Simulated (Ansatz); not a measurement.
C3H8BF, SMILES `CBC(C)F`. Charge 0, multiplicity 1. The structure was optimised at the PBE0-D4/def2-TZVP level. It is one conformer, not always the lowest.

```xyz
13

C     1.949    0.452    0.134
B     0.731   -0.375   -0.345
C    -0.708    0.223   -0.498
C    -1.750   -0.463    0.368
F    -0.755    1.599   -0.235
H     2.907    0.102   -0.256
H     1.995    0.286    1.223
H     1.842    1.528   -0.009
H     0.832   -1.548   -0.584
H    -1.002    0.104   -1.554
H    -1.502   -0.372    1.428
H    -1.809   -1.524    0.119
H    -2.732   -0.012    0.208
```

Task: What is the dipole moment at PBE/def2-TZVPP? (An estimate is asked.)

Result: Computed: 1.27 D, with components (0.14, -1.26, 0.04) D in this frame, pointing from negative to positive charge.

Task: And with r2SCAN, B3LYP, ωB97M-V? (Best estimate.)

Result: Computed: r2SCAN 1.35 D, B3LYP 1.43 D, ωB97M-V 1.41 D.

Task: Give the Mulliken charges with PBE, r2SCAN, B3LYP in def2-TZVPP. (An estimate is asked.)

Result: Ansatz gave: 
```json
{"atom": "C1", "PBE": "-0.32", "r2SCAN": "-0.23", "B3LYP": "-0.30"}
{"atom": "B2", "PBE": "-0.02", "r2SCAN": "0.04", "B3LYP": "-0.03"}
{"atom": "C3", "PBE": "0.16", "r2SCAN": "0.21", "B3LYP": "0.20"}
{"atom": "C4", "PBE": "-0.26", "r2SCAN": "-0.15", "B3LYP": "-0.26"}
{"atom": "F5", "PBE": "-0.23", "r2SCAN": "-0.27", "B3LYP": "-0.27"}
{"atom": "H6", "PBE": "0.11", "r2SCAN": "0.07", "B3LYP": "0.10"}
{"atom": "H7", "PBE": "0.10", "r2SCAN": "0.06", "B3LYP": "0.09"}
{"atom": "H8", "PBE": "0.11", "r2SCAN": "0.08", "B3LYP": "0.12"}
{"atom": "H9", "PBE": "0.01", "r2SCAN": "0.00", "B3LYP": "0.02"}
{"atom": "H10", "PBE": "0.06", "r2SCAN": "0.02", "B3LYP": "0.06"}
{"atom": "H11", "PBE": "0.09", "r2SCAN": "0.05", "B3LYP": "0.09"}
{"atom": "H12", "PBE": "0.09", "r2SCAN": "0.05", "B3LYP": "0.09"}
{"atom": "H13", "PBE": "0.09", "r2SCAN": "0.05", "B3LYP": "0.10"}
```

B3LYP here is the variant with VWN-RPA as its local correlation; programs differ in this.
